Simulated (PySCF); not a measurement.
**Correlation energy of Ta²⁺ (tantalum, charge +2)**

[Xe] 4f14 5d2 6p1, one real determinant (an excited configuration). Computed with PySCF 2.14 in aug-cc-pVTZ-PP with one added diffuse shell each of s, p, d, f, g type with ECP60MDF (7s7p6d4f3g, 113 functions), with scalar relativity through the core potential. Frozen: 5s2 5p6; 3 electrons correlated.

MP2 pair energies summed by pair of shells (mhartree):

```tsv
pair	energy	share (%)
5d-6p	-7.65	70.1
5d-5d	-3.27	29.9
```

Total MP2 correlation energy: -10.92 mhartree.

Same-spin part -10.92 and opposite-spin part 0.00 mhartree; SCS-MP2 scales them by 1/3 and 6/5 to -3.64 mhartree.

The reference is one real determinant that mixes LS terms of this configuration.
